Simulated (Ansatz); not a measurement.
Geometry optimisation, RKS r2SCANh-D4/6-31G (Ansatz 0.2.0).

Input:

```yaml
crystal:
  periodic: [false, false, false]
  atoms:
    - { symbol: C, position_ang: [-1.4448, 0.9988, 0.8346] }
    - { symbol: C, position_ang: [-0.3441, 0.6214, -0.0854] }
    - { symbol: C, position_ang: [0.2557, -0.6875, 0.3812] }
    - { symbol: B, position_ang: [1.5773, -1.1446, -0.5365] }
    - { symbol: O, position_ang: [1.9224, -0.3731, -1.7082] }
    - { symbol: H, position_ang: [-2.2867, 0.2818, 0.8223] }
    - { symbol: H, position_ang: [-1.9031, 1.9978, 0.4573] }
    - { symbol: H, position_ang: [-1.0919, 1.2162, 1.8546] }
    - { symbol: H, position_ang: [0.4288, 1.4486, -0.0432] }
    - { symbol: H, position_ang: [-0.7259, 0.5031, -1.0964] }
    - { symbol: H, position_ang: [0.6615, -0.5651, 1.4516] }
    - { symbol: H, position_ang: [-0.4579, -1.486, 0.4103] }
    - { symbol: H, position_ang: [2.0322, -2.1251, -0.2863] }
    - { symbol: H, position_ang: [1.3635, -0.7154, -2.4271] }
basis:
  gaussian: { orbitals: "6-31G" }
hamiltonian:
  xc: r2scanh
  dispersion: d4
relax:
  f_tol: 0.02
  max_steps: 50
output:
  orbitals: {}
```

Run as:

```bash
$ ansatz run input.yaml --threads 1 --pin off --max-ram 2048MiB --backend cpu --events-out ev --progress --plain --runs-dir out
```

**Question.** Where does it end, and by what steps?

**Answer.** It converged. Limits of this set-up: no polarisation functions. After 13 steps the energy has fallen by 1.359 eV; H14 moved furthest, 0.93 Å.

```
step  energy less start (eV)  largest force component (eV/Å)  accepted
   0                  0.0000                           3.813       yes
   1                 -0.4333                           1.979       yes
   2                 -0.6312                           1.365       yes
   3                 -0.8647                           1.240       yes
   4                 -1.0736                           1.922       yes
   5                 -1.3186                           0.211       yes
   6                 -1.3301                           0.216       yes
   7                 -1.3380                           0.394       yes
   8                 -1.3454                           0.150       yes
   9                 -1.3470                           0.324       yes
  10                 -1.3577                           0.092       yes
  11                 -1.3585                           0.032       yes
  12                 -1.3587                           0.022       yes
  13                 -1.3588                           0.017       yes
```

```xyz
14
Properties=species:S:1:pos:R:3
C -1.470 1.056 0.782
C -0.360 0.560 -0.149
C 0.331 -0.713 0.366
B 1.481 -1.290 -0.539
O 1.858 -0.698 -1.724
H -2.245 0.291 0.901
H -1.947 1.963 0.395
H -1.068 1.281 1.776
H 0.386 1.359 -0.274
H -0.788 0.369 -1.145
H 0.742 -0.534 1.373
H -0.418 -1.509 0.520
H 2.099 -2.272 -0.254
H 1.385 0.107 -1.999
```

Whether the end is a true minimum wasn't checked by a vibrational analysis.

Time of the run: 54 s on 1 thread of Intel(R) Xeon(R) Platinum 8488C (Sapphire Rapids) (shared host), peak memory 0.19 GiB.
